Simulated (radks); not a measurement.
Task: Isoelectronic series with 17 electrons, all held in the configuration [Ne] 3s2 3p5, which need not be the ground one along the series. Method: non-relativistic Kohn-Sham, SCAN, spin-unpolarised, spherical densities, point nucleus; meta-GGA in the generalised Kohn-Sham scheme; computed with a radial shooting solver on a logarithmic mesh with Libxc functionals. Total energies (hartree) and orbital eigenvalues (hartree):

ion,E (hartree),3p,3s,2p,2s
Cl,-460.17619,-0.32845,-0.78941,-7.15786,-9.41883
Ar+,-526.98685,-0.82982,-1.38346,-9.08838,-11.55433
K2+,-598.62195,-1.46120,-2.10838,-11.29389,-13.96630
Ca3+,-675.06718,-2.21541,-2.95644,-13.76500,-16.64532
Sc4+,-756.31352,-3.08877,-3.92379,-16.49683,-19.58608
Ti5+,-842.35539,-4.07911,-5.00814,-19.48642,-22.78567
V6+,-933.19087,-5.18497,-6.20804,-22.73229,-26.24202
Cr7+,-1028.81636,-6.40531,-7.52245,-26.23289,-29.95364
Mn8+,-1129.22642,-7.73951,-8.95071,-29.98669,-33.91949
Fe9+,-1234.42550,-9.18704,-10.49228,-33.99416,-38.13894
Ni11+,-1459.17317,-12.42057,-13.91388,-42.76560,-47.33602
Cu12+,-1578.72288,-14.20604,-15.79337,-47.52941,-52.31290
Zn13+,-1703.05209,-16.10370,-17.78504,-52.54424,-57.54152
Ga14+,-1832.16352,-18.11340,-19.88876,-57.81051,-63.02170
Ge15+,-1966.05671,-20.23503,-22.10439,-63.32805,-68.75324
As16+,-2104.73138,-22.46847,-24.43183,-69.09672,-74.73597
Se17+,-2248.18703,-24.81363,-26.87099,-75.11638,-80.96975
Br18+,-2396.41946,-27.27045,-29.42180,-81.38620,-87.45441
Kr19+,-2549.43219,-29.83885,-32.08420,-87.90678,-94.18990

Estimate the row of Co10+.

Result: E (hartree) -1344.40708; 3p -10.74749; 3s -12.14677; 2p -38.25373; 2s -42.61124.
